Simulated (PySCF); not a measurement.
As (arsenic, neutral): UHF calculation

Configuration: [Ar] 3d10 4s1 4p4, high-spin 4P determinant (an excited configuration). All numbers are calculated (PySCF 2.14, a scalar-relativistic core potential, in aug-cc-pwCVTZ-PP with ECP10MDF (8s7p6d4f1g, 96 functions)).

* Total energy: -330.895548 hartree
* One-electron energy: -585.1428 hartree
* Hartree (Coulomb) energy: 279.9529 hartree
* Exchange energy: -25.7056 hartree
* ⟨S²⟩: 3.8006
* ⟨L²⟩: 2.017
* Sum of ⟨r⟩: 23.61 bohr
* Sum of ⟨r²⟩: 43.50 bohr²
* Traceless quadrupole moment −½Σ⟨3z² − r²⟩ along its main axis: -3.74 e·bohr²

| shell | electrons | mean orbital energy (eV) | spread (eV) | rms radius, mean of both spins (bohr) |
| --- | --- | --- | --- | --- |
| 3s α | 1 | -222.50 | 0 | 0.642 |
| 3s β | 1 | -221.49 | 0 | 0.642 |
| 3p α | 3 | -165.75 | 0.308 | 0.668 |
| 3p β | 3 | -165.03 | 0.038 | 0.668 |
| 3d α | 5 | -58.717 | 0.294 | 0.743 |
| 3d β | 5 | -58.233 | 0.136 | 0.743 |
| 4s α | 1 | -24.496 | 0 | 2.09 |
| 4p α | 3 | -11.304 | 1.284 | 2.74 |
| 4p β | 1 | -6.199 | 0 | 2.74 |

Energies and moments cover only the electrons outside the core potential.
